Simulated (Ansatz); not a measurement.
Basis-set extrapolation for C$_{3}$H$_{9}$BS (PBE0-D4/def2-TZVP geometry, frozen core, the Gaussian-basis code of Ansatz). Multiplicity 1, RHF reference.

|  | def2-TZVPP | def2-QZVPP |
| --- | --- | --- |
| HF | -541.104532 | -541.122574 |
| MP2 correlation | -0.826205 | -0.881013 |
| CCSD(T) correlation | -0.922175 | not run |

Energies in hartree. Use E(X) = E(∞) + A·exp(−7.88·√X) for Hartree–Fock and E(X) = E(∞) + B·X^(−2.97) for correlation, with X = 3 and 4, and add CCSD(T) minus MP2 of the smaller set to the MP2 limit.

Q: What is the CCSD(T) energy at the basis-set limit?

A: HF limit: -541.122574 + (-0.018042) × 0.13774 = -541.12506. MP2 limit: -0.881013 + (-0.054808) × 0.74074 = -0.92161. Higher-order term: -0.922175 − (-0.826205) = -0.09597. Total: -542.14264 hartree, 3.15 eV below CCSD(T)/def2-TZVPP.
